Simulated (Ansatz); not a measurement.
`[SiH3][AsH][SiH3]` and `N[AsH][SiH3]` differ in one atom or group.

Ansatz, PBE0-D4/def2-TZVP geometries, multiplicity 1. Each molecule was computed in one conformer, which needn't be the lowest.

Scalar relativity is left out up to krypton.

```
                                        property  `[SiH3][AsH][SiH3]`
              LUMO energy (PBE0/def2-TZVPP) / eV                -0.09
         HOMO–LUMO gap (ωB97M-V/def2-TZVPP) / eV                10.99
            HOMO–LUMO gap (PBE0/def2-TZVPP) / eV                 7.34
  zero-point energy (PBE0-D4/def2-TZVP) / kJ/mol                152.5
             HOMO energy (B3LYP/def2-TZVPP) / eV                -7.22
size of the dipole moment (B3LYP/def2-TZVPP) / D                 0.33
```

Q: What does the change do to each property? (Estimate.)

A: Ansatz gave: 
```csv
property,`N[AsH][SiH3]`,shift
LUMO energy (PBE0/def2-TZVPP) / eV,-0.33,-0.24
HOMO–LUMO gap (ωB97M-V/def2-TZVPP) / eV,10.63,-0.36
HOMO–LUMO gap (PBE0/def2-TZVPP) / eV,6.79,-0.55
zero-point energy (PBE0-D4/def2-TZVP) / kJ/mol,155.3,2.8
HOMO energy (B3LYP/def2-TZVPP) / eV,-6.92,0.30
size of the dipole moment (B3LYP/def2-TZVPP) / D,1.27,0.94
```

With PBE0 the HOMO rises by 0.30 eV and the LUMO falls by 0.24 eV, so the gap narrows by about 0.54 eV. PBE moves the HOMO by 0.45 eV and ωB97M-V by 0.24 eV. The zero-point energy changes by 2.8 kJ/mol with -3 modes. Dipoles are sizes alone; their direction can turn.

Positive LUMOs are unbound, so they and the gaps depend on the basis.

B3LYP here is the variant with VWN-RPA as its local correlation; programs differ in this.
